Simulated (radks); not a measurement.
Question: Valence configurations of V (all share [Ar]). All-electron calculation, non-relativistic Kohn-Sham, LDA (Slater exchange, Perdew-Wang correlation), spin-unpolarised, spherical densities, point nucleus. Program: a radial shooting solver on a logarithmic mesh with Libxc functionals. Order these by energy: 3d2 4s2 4p1; 3d2 4s1 4p2; 3d3.5 4s1 4p0.5; 3d3 4s2; 3d3 4p2; 3d3 4s1 4p1; 3d2.5 4s2 4p0.5; 3d4 4s1; 3d1 4s2 4p2; 3d5.

Answer: From the lowest, in eV above it: 3d3 4s2 0.000; 3d4 4s1 0.343; 3d3.5 4s1 4p0.5 1.444; 3d5 2.175; 3d2.5 4s2 4p0.5 2.511; 3d3 4s1 4p1 3.329; 3d2 4s2 4p1 6.129; 3d3 4p2 6.832; 3d2 4s1 4p2 10.134; 3d1 4s2 4p2 17.186. NIST lists [Ar] 3d3 4s2 as the ground configuration; this level of theory agrees among the configurations tried. The energies are those of spherical spin-averaged densities, not of single terms.
